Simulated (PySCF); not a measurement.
# Ionisation energy along the 33-electron series

Calculated with PySCF 2.14 and a two-component X2C-1e Hamiltonian (Gaussian nucleus, no Breit or QED terms), each ion in its own even-tempered basis scaled to its charge; GMP2 freezes [Ne] and drops the highest virtual spinors. Values in eV. NIST values: (m) measured, (s) semi-empirical, (t) theoretical.

```json
{"ion": "Rh¹²⁺", "configuration": "[Ar] 3d10 4s2 4p3", "GHF (screened spin-orbit)": "278.17", "NIST": "277 ± 3 (t)"}
{"ion": "Pd¹³⁺", "configuration": "[Ar] 3d10 4s2 4p3", "GHF (screened spin-orbit)": "312.23", "NIST": "311 ± 3 (t)"}
{"ion": "Ag¹⁴⁺", "configuration": "[Ar] 3d10 4s2 4p3", "GHF (screened spin-orbit)": "348.03", "NIST": "347 ± 3 (t)"}
```

Between Z = 45 and Z = 47 the GHF (screened spin-orbit) value grows as Z to the power 5.15.
